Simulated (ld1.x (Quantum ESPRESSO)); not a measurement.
bismuth (Bi), PAW: configuration errors across variants

bismuth (Bi), PAW, made with ld1.x (Quantum ESPRESSO) 7.5 (PW91, fully relativistic). Core [Xe] 4f14 5d10, reference 6s2 6p2.5 (charge +0.5). Waves: 6s (bound): rcut 1.65, rcutus 2.00 bohr; 6s channel at -0.75 Ry: rcut 1.65, rcutus 2.00 bohr; 6p (bound): rcut 2.35, rcutus 2.70 bohr; 6p channel at 0.15 Ry: rcut 2.35, rcutus 2.70 bohr. Local part: all-electron potential smoothed inside 2.25 bohr (lloc = -1). Core correction: a·sin(br)/r model core inside 1.75 bohr. Augmentation charge: PSQ, inside the norm-conserving radii.

Open shells are filled in proportion to 2j + 1 (rel_dist='average').

All-electron excitation energies from the reference (eV): (1) 6s2 6p3 -3.196; (2) 6s2 6p2 4.924; (3) 6s2 6p1 20.425; (4) 6s1 6p4 6.685; (5) 6s2 6p3.3 -4.346; (6) 6s1 6p3 15.536.

3 further variants failed, have other tests or another functional or relativity, and are left out.

A true bound ghost makes a file unfit for plane-wave use even where its test errors are small: the radial tests pick states by their node count and pass the ghost by.

Errors AE − PS in meV (a dash: test not solved or not reliable):

| change | (1) | (2) | (3) | (4) | (5) | (6) | bound ghosts |
| --- | --- | --- | --- | --- | --- | --- | --- |
| base | -2.2 | -4.3 | -63 | -14 | -4.4 | -47 | not determined |
| core correction a·sin(br)/r model core inside 2.06 bohr | -2.2 | -4.3 | -63 | -13 | -4.3 | -46 | not determined |
| wave 6s channel at -0.75 Ry: rcut 1.65, rcutus 2.00 bohr becomes 6s channel at -0.78 Ry: rcut 1.65, rcutus 2.00 bohr | -2.2 | -4.3 | -63 | -14 | -4.4 | -47 | not determined |
| all radii but the core radius scaled by about 1.15 (s 2.30, p 3.10 bohr, rcut 1.90/2.70); local potential all-electron potential smoothed inside 2.58 bohr (lloc = -1) | -2.2 | -4.3 | -63 | – | – | – | not determined |
| waves 6s (bound): rcut 1.65, rcutus 2.12 bohr; 6s channel at -0.75 Ry: rcut 1.65, rcutus 2.12 bohr | -2.2 | -4.3 | -63 | -14 | -4.4 | -47 | not determined |
| local potential all-electron potential smoothed inside 2.46 bohr (lloc = -1) | -2.2 | -4.3 | -63 | -14 | -4.4 | -47 | not determined |
| type ultrasoft; local potential all-electron potential smoothed inside 2.05 bohr (lloc = -2) | -2.2 | -4.2 | -59 | -36 | -4.3 | -75 | d |
| core correction a·sin(br)/r model core inside 1.28 bohr | -2.2 | -4.3 | -63 | -14 | -4.4 | -47 | not determined |

Q: Give the same row for: local potential all-electron potential smoothed inside 1.85 bohr (lloc = -1).

A: -2.2, -4.3, -62, -13, -4.3, -45; bound ghosts: not determined.
